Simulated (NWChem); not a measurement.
**Ionisation of hexafluorosilicate (F$_{6}$Si (-2))**

SMILES: F[Si-2](F)(F)(F)(F)F
```xyz
7

F      0.0000    -1.7225     0.0000
Si     0.0000     0.0000     0.0000
F      1.7225     0.0000     0.0000
F     -1.7225     0.0000     0.0000
F      0.0000     0.0000     1.7225
F      0.0000     1.7225     0.0000
F      0.0000     0.0000    -1.7225
```
Charge -2, spin multiplicity 1.

Program: NWChem. The geometry was optimised at PBE0/def2-SVP, a minimum by its harmonic frequencies.

Basis set: def2-SVPD. −ε marks an orbital energy of the parent.

B3LYP has NWChem's definition, with VWN1-RPA local correlation. The anion's geometry comes from a basis without diffuse functions.

### Question
Order these methods by the first vertical ionisation energy they give, lowest first: −ε(HOMO) of HF, −ε(HOMO) of B3LYP, −ε(HOMO) of PBE0, −ε(HOMO) of BHandHLYP, −ε(HOMO) of PBE.

### Answer
−ε(HOMO) of PBE (-2.49 eV), −ε(HOMO) of B3LYP (-0.74 eV), −ε(HOMO) of PBE0 (-0.46 eV), −ε(HOMO) of BHandHLYP (1.63 eV), −ε(HOMO) of HF (5.03 eV)
